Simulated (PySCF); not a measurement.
H₂O₃Si, SMILES O=[Si](O)O. Geometry: PBE-D3(BJ)/def2-SVP. The values are those of a single conformer.

Calculation: PBE-D3(BJ)/def2-SVP in PySCF.

Harmonic wavenumbers (cm⁻¹): 291, 311, 337, 381, 459, 784, 806, 881, 981, 1241, 3749, 3751. Rotational constants (GHz): 8.083, 7.052, 3.766; symmetry number 2.

Question: Work out the zero-point energy and the ideal-gas rigid-rotor harmonic-oscillator thermochemistry at 298.15 K and 1 atm.

Answer: ZPE = ½ Σ hcν = ½ × 13972 cm⁻¹ = 83.57 kJ/mol. H − E(el) = 98.92 kJ/mol. Entropy in J/(mol K): translation 163.10, rotation 98.08, vibration 27.47, total 288.64. G − E(el) = 12.86 kJ/mol. Cp = 76.02 J/(mol K).
